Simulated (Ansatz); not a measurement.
Reaction (redistribution): `C[N](C)[Ga]([OH])[Cl]` + `COB(S)OC` → `C[N](C)[Ga]([OH])[SH]` + `COB(Cl)OC`

Calculated with Ansatz (gas phase, PBE0-D4/def2-TZVP geometries, no zero-point term in ΔE). CBS: MP2 limit from def2 TZ/QZ plus the TZ coupled-cluster correction, frozen cores. Functionals use def2-TZVPP. For Ga outer-core shells are correlated without core-valence functions, which leaves a few kJ/mol of doubt a bond. Scalar relativity is left out up to krypton. One conformer a species, not always the lowest.

`C[N](C)[Ga]([OH])[Cl]`:

```xyz
13

C     1.469    0.131   -0.800
N     0.146    0.023   -0.241
C    -0.915    0.046   -1.218
Ga   -0.189   -0.123    1.518
O    -1.866   -0.245    2.088
Cl    1.410   -0.152    2.941
H     1.677   -0.694   -1.495
H     1.592    1.070   -1.357
H     2.226    0.106   -0.014
H    -0.817   -0.783   -1.933
H    -1.890   -0.041   -0.735
H    -0.906    0.981   -1.795
H    -1.937   -0.320    3.042
```

`COB(S)OC`:

Cartesian coordinates in Å:
```
C 0.552 -2.038 -0.286
O 0.072 -0.809 0.217
B 0.150 0.342 -0.498
S 0.889 0.364 -2.172
O -0.324 1.499 0.025
C -0.899 1.507 1.319
H 1.624 -1.986 -0.496
H 0.375 -2.799 0.473
H 0.025 -2.320 -1.203
H 0.693 1.679 -2.349
H -1.209 2.530 1.530
H -1.770 0.848 1.366
H -0.177 1.184 2.073
```

`C[N](C)[Ga]([OH])[SH]`:

```xyz
14

C     0.832   -1.456   -0.263
N     0.439   -0.090   -0.044
C     1.547    0.828    0.002
Ga   -1.281    0.446    0.156
O    -2.657   -0.691    0.095
S    -1.773    2.555    0.490
H     1.368   -1.578   -1.215
H     1.496   -1.820    0.535
H    -0.037   -2.118   -0.290
H     2.246    0.577    0.813
H     1.203    1.851    0.169
H     2.119    0.819   -0.937
H    -2.414   -1.607   -0.055
H    -3.088    2.284    0.545
```

`COB(Cl)OC`:

Z-matrix (Å, degrees):
```
C
O 1 1.414
H 1 1.089 2 107.3
H 1 1.092 2 111.0 3 -119.4
H 1 1.092 2 111.0 3 119.5
B 2 1.350 1 123.5 3 -179.5
O 6 1.346 2 121.0 1 -180.0
Cl 6 1.773 2 121.7 1 0.0
C 7 1.417 6 120.1 2 0.0
H 9 1.092 7 111.0 6 -59.9
H 9 1.089 7 107.3 6 -179.4
H 9 1.092 7 111.0 6 61.1
```

```json
{"level": "r2SCAN-D4", "ΔE (kJ/mol)": "12.2", "difference from CCSD(T)/CBS": "1.6"}
{"level": "ωB97X-V", "ΔE (kJ/mol)": "13.4", "difference from CCSD(T)/CBS": "2.8"}
{"level": "ωB97M-V", "ΔE (kJ/mol)": "11.0", "difference from CCSD(T)/CBS": "0.4"}
{"level": "r2SCAN", "ΔE (kJ/mol)": "12.3", "difference from CCSD(T)/CBS": "1.7"}
{"level": "HF/def2-TZVPP", "ΔE (kJ/mol)": "16.8", "difference from CCSD(T)/CBS": "6.2"}
{"level": "MP2/def2-TZVPP", "ΔE (kJ/mol)": "11.6", "difference from CCSD(T)/CBS": "1.0"}
{"level": "CCSD(T)/def2-TZVPP", "ΔE (kJ/mol)": "11.8", "difference from CCSD(T)/CBS": "1.2"}
{"level": "HF/def2-QZVPP", "ΔE (kJ/mol)": "17.0", "difference from CCSD(T)/CBS": "6.4"}
{"level": "SCS-MP2/def2-QZVPP", "ΔE (kJ/mol)": "12.3", "difference from CCSD(T)/CBS": "1.7"}
{"level": "CCSD/CBS(def2)", "ΔE (kJ/mol)": "11.2", "difference from CCSD(T)/CBS": "0.6"}
{"level": "CCSD(T)/CBS", "ΔE (kJ/mol)": "10.6", "difference from CCSD(T)/CBS": "0"}
```

Largest T1 diagnostic among the species: 0.013.

In def2-TZVPP, CCSD(T) changes the Hartree–Fock value by −5.0 kJ/mol (the triples alone add −0.6 kJ/mol) and MP2 by −5.2 kJ/mol.
